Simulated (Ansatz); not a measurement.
Si7PH16⁺, a doped cluster cut from the lattice of silicon (P on a surface site). Charge 1, multiplicity 1. Geometry PBE0-D4/def2-SVP.

```xyz
24

Si    1.243   -2.100    0.663
Si   -1.504    1.077    1.667
Si   -1.508   -0.599   -1.941
Si    1.777    1.709   -0.349
P    -0.225   -2.328   -1.105
Si   -2.737    0.457   -0.235
Si    2.748   -0.329    0.303
Si    0.249    2.568    1.211
H     1.868   -3.455    0.650
H     0.297   -1.968    1.804
H    -2.490    1.697    2.603
H    -0.975   -0.181    2.282
H    -2.338   -1.351   -2.926
H    -0.473    0.214   -2.636
H     1.107    1.479   -1.666
H     2.917    2.657   -0.543
H    -1.106   -3.391   -0.784
H     0.501   -2.875   -2.191
H    -3.811   -0.524    0.108
H    -3.322    1.639   -0.936
H     3.451   -0.222    1.617
H     3.684   -0.846   -0.742
H     0.974    2.842    2.488
H    -0.328    3.829    0.656
```

Question: Estimate the orbital energies around the gap (eV) in Ansatz with PBE-D4/def2-TZVP, r2SCAN-D4/def2-TZVP, PBE0-D4/def2-SVP, PBE0-D4/def2-TZVP, ωB97X-V/def2-TZVP.

Answer: 
```
orbital  PBE-D4/def2-TZVP  r2SCAN-D4/def2-TZVP  PBE0-D4/def2-SVP  PBE0-D4/def2-TZVP  ωB97X-V/def2-TZVP
HOMO−13            -13.08               -13.46            -14.54             -14.46             -17.04
HOMO−12            -12.82               -13.20            -14.25             -14.18             -16.70
HOMO−11            -12.30               -12.65            -13.67             -13.58             -16.06
HOMO−10            -12.24               -12.60            -13.62             -13.57             -16.06
 HOMO−9            -12.18               -12.53            -13.55             -13.45             -15.88
 HOMO−8            -12.01               -12.36            -13.37             -13.30             -15.77
 HOMO−7            -11.95               -12.31            -13.30             -13.25             -15.67
 HOMO−6            -11.76               -12.10            -13.09             -13.02             -15.42
 HOMO−5            -11.27               -11.58            -12.52             -12.47             -14.81
 HOMO−4            -11.19               -11.49            -12.43             -12.36             -14.67
 HOMO−3            -10.97               -11.25            -12.18             -12.09             -14.36
 HOMO−2            -10.68               -10.95            -11.85             -11.78             -14.01
 HOMO−1            -10.39               -10.64            -11.53             -11.44             -13.63
   HOMO            -10.23               -10.46            -11.35             -11.25             -13.41
   LUMO             -5.74                -5.57             -4.90              -4.92              -2.92
 LUMO+1             -5.71                -5.50             -4.63              -4.88              -2.83
 LUMO+2             -5.51                -5.38             -4.63              -4.75              -2.76
 LUMO+3             -5.12                -4.88             -4.07              -4.27              -2.22
 LUMO+4             -4.97                -4.75             -3.79              -4.16              -2.20
 LUMO+5             -4.70                -4.43             -3.67              -3.86              -1.81
```
